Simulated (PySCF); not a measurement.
**HoP: one state, many levels of theory**

State: quintet, about 10.1 electrons in the 4f shell (Mulliken), real f orbitals that mix terms. Set-up: Ho x2c-TZVPall, P x2c-TZVPall; spin-free X2C with a Gaussian nucleus (PySCF 2.14). De refers to Ho (4f11 6s2) + P in their high-spin ground configurations, without counterpoise correction. The functionals are run spin-unrestricted. A positive dipole means Ho(−)P(+). Levels whose curve was spin-contaminated or gave no clean fit are not listed.

| Level | Re (Å) | ωe (cm⁻¹) | De (eV) | μ (D) |
| --- | --- | --- | --- | --- |
| ROHF | 2.323 | 444 | n/a | -8.50 |
| ROHF-MP2 | 2.301 | 455 | n/a | n/a |
| ROHF-SCS-MP2 | 2.316 | 447 | n/a | n/a |
| r²SCAN | 2.317 | 403 | 2.16 | -6.56 |
| PBE0 | 2.294 | 436 | 1.69 | -6.61 |

Correlated steps freeze 23 core orbitals. Spin–orbit coupling is left out, which matters for elements this heavy, above all for dissociation energies. UHF is strongly spin-contaminated for HoP, so the ROHF reference used there is far from stable. With d or f electrons several states lie close, and the lowest PBE0 determinant need not be the measured ground state.

The whole job (state search and all levels along the bond) took about 29 min on 4 threads of Arm Neoverse V1 (shared host), peak memory 8 GiB.
